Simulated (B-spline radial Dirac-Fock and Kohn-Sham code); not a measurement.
# Two-hole binding energies of La²⁺

System: the La²⁺ ion, configuration [Xe] 5d1, inside a Watson sphere of charge -2 and radius 1.6 Å (a model of the Madelung potential; inside it an electron's potential energy is raised by 18.0 eV).

These are calculated numbers from an atomic code on a B-spline grid; the model is ΔSCF Dirac-Fock with Breit, self-energy and vacuum polarisation, finite nucleus, configuration average. U is the two-hole binding energy less the two single-hole energies, the effective repulsion of the holes after relaxation. Each two-hole energy is an average over J within one jj subconfiguration.

| holes | E(a) (eV) | E(b) (eV) | E(ab) (eV) | U (eV) |
| --- | --- | --- | --- | --- |
| 1s⁻² | 38933.6 | 38933.6 | 78823.6 | 956.3 |
| 1s⁻¹ 2p1/2⁻¹ | 38933.6 | 5902.2 | 45111.3 | 275.4 |
| 1s⁻¹ 3p3/2⁻¹ | 38933.6 | 1137.9 | 40148.6 | 77.0 |
| 1s⁻¹ 3d3/2⁻¹ | 38933.6 | 860.5 | 39866.8 | 72.6 |
| 2p3/2⁻² | 5494.3 | 5494.3 | 11161.7 | 173.2 |
| 2s⁻¹ 3p1/2⁻¹ | 6282.5 | 1219.0 | 7570.3 | 68.7 |
| 2s⁻¹ 3p3/2⁻¹ | 6282.5 | 1137.9 | 7486.3 | 65.9 |
| 2s⁻¹ 3d3/2⁻¹ | 6282.5 | 860.5 | 7215.5 | 72.5 |
| 2p1/2⁻¹ 3d3/2⁻¹ | 5902.2 | 860.5 | 6833.5 | 70.8 |
| 2p3/2⁻¹ 3d5/2⁻¹ | 5494.3 | 843.7 | 6408.5 | 70.6 |
| 3p1/2⁻¹ 3p3/2⁻¹ | 1219.0 | 1137.9 | 2407.0 | 50.1 |
| 3p3/2⁻² | 1137.9 | 1137.9 | 2326.2 | 50.5 |
| 4d3/2⁻¹ 4d5/2⁻¹ | 112.4 | 109.4 | 242.8 | 21.0 |
| 5p1/2⁻² | 25.07 | 25.07 | ? | ? |

Q: Give the missing two-hole energy and U.

A: E(ab) = 61.86 eV and U = 11.7 eV.
